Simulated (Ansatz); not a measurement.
Reaction 2 R1 + R2 + R3 + 2 R4 → 5 P1 + P2, each structure at its B3LYP-D3(BJ)/def2-SVP stationary point, reached from a drawn start (curvature not checked).
R1: CH4 (SMILES C), charge 0, multiplicity 1.
P1, H2 (SMILES [H][H]) (charge 0, multiplicity 1):
```tsv
atom	x (Å)	y (Å)	z (Å)
H	0.0000	0.0000	0.3804
H	0.0000	0.0000	-0.3804
```
R2, H2O (SMILES O) (charge 0, multiplicity 1):
```xyz
3

O      0.000     0.000     0.401
H      0.000     0.757    -0.200
H      0.000    -0.757    -0.200
```
R3, HCl (SMILES Cl) (charge 0, multiplicity 1):
```xyz
2

Cl     0.00000     0.00000     0.64477
H      0.00000     0.00000    -0.64477
```
R4, SiH4 (SMILES [SiH4]) (charge 0, multiplicity 1, Z-matrix in Å and degrees):
```
Si
H 1 1.4905
H 1 1.4905 2 109.47
H 1 1.4905 2 109.47 3 120.00
H 1 1.4905 2 109.47 3 -120.00
```
P2: C2H9ClOSi2 (SMILES C[Si](C)(Cl)O[SiH3]), charge 0, multiplicity 1.

P less R. No zero-point or thermal terms. One arrangement of each flexible species, with no search for the lowest.

Correlated levels freeze the cores.

Run with Ansatz (Gaussian basis) for Hartree–Fock, density functionals and correlated methods. Each number belongs to the level named beside it.

Total energies in hartree:

| structure | PBE/def2-TZVPP | PBE0/def2-TZVPP | CCSD(T)/cc-pV(T+d)Z |
|---|---|---|---|
| R1 | -40.464360 | -40.475151 | -40.437841 |
| P1 | -1.166089 | -1.168332 | -1.172125 |
| R2 | -76.380213 | -76.380639 | -76.332119 |
| R3 | -460.627433 | -460.665390 | -460.339697 |
| R4 | -291.721820 | -291.756561 | -291.439958 |
| P2 | -1195.614749 | -1195.731575 | -1194.642596 |

Work out the reaction energy at each level in kcal/mol (1 hartree = 627.50947 kcal/mol), and say how far PBE/def2-TZVPP lies from CCSD(T)/cc-pV(T+d)Z.


- PBE/def2-TZVPP: 5 × (-1.166089) + (-1195.614749) − (-76.380213) − (-460.627433) − 2 × (-40.464360) − 2 × (-291.721820) = -0.065188 hartree = -40.91 kcal/mol
- PBE0/def2-TZVPP: 5 × (-1.168332) + (-1195.731575) − (-76.380639) − (-460.665390) − 2 × (-40.475151) − 2 × (-291.756561) = -0.063782 hartree = -40.02 kcal/mol
- CCSD(T)/cc-pV(T+d)Z: 5 × (-1.172125) + (-1194.642596) − (-76.332119) − (-460.339697) − 2 × (-40.437841) − 2 × (-291.439958) = -0.075807 hartree = -47.57 kcal/mol
PBE/def2-TZVPP less CCSD(T)/cc-pV(T+d)Z: 6.66 kcal/mol. CCSD(T)/cc-pV(T+d)Z is the level counted from, the highest shown, and no exact or measured value.

Ansatz is a first-principles code.
